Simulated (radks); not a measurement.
Question: The zinc ion Zn3+, configuration [Ar] 3d9. Method: Dirac Kohn-Sham, PW91, spin-unpolarised, spherical densities, finite nucleus; open shells are shared between the two j in proportion to 2j + 1; Fermi nuclear charge, rms radius 3.9283 fm; computed with a radial shooting solver on a logarithmic mesh with Libxc functionals.

Spin-orbit splittings of the eigenvalues, e(l+1/2) - e(l-1/2), with zeta = 2 splitting/(2l+1) and mean radii in bohr:

| shell | occ. | splitting (eV) | zeta (eV) | <r> j=l-1/2 | <r> j=l+1/2 |
|---|---|---|---|---|---|
| 2p | 6 | ? | ? | 0.1959 | 0.1993 |
| 3p | 6 | 3.116 | 2.077 | 0.6994 | 0.7096 |
| 3d | 9 | 0.3960 | 0.1584 | 0.8171 | 0.8220 |
| 4p | 0 | 0.2812 | 0.1875 | 2.314 | 2.337 |

Estimate the 2p splitting.

Answer: 23.89 eV (zeta = 15.93 eV).
